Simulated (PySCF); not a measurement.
C2H6F2Si, SMILES C[Si@H](F)CF.

Coordinates come from a PBE0-D3(BJ)/def2-SVP optimisation. The structure was generated by enumeration; whether it is a known compound was not checked. Other conformers were not sampled.

The numbers are results of PBE/def2-TZVP (PySCF), not measurements.

Isolated molecule, no solvent.

```
Item                                                                                                            Value
---------------------------------------------------------------------------------------------  ----------------------
total energy                                                                                       -568.74308 hartree
highest occupied level                                                                                       -7.00 eV
lowest empty level                                                                                           -0.34 eV
orbital gap                                                                                                   6.66 eV
dipole moment                                                                                                  2.88 D
quadrupole, principal values (traceless, Buckingham form, about the centre of nuclear charge)  -3.13, -0.20, 3.33 D·Å
mean static polarisability                                                                       51.3 bohr³ (7.60 Å³)
polarisability, principal values                                                               45.9, 50.8, 57.2 bohr³
```
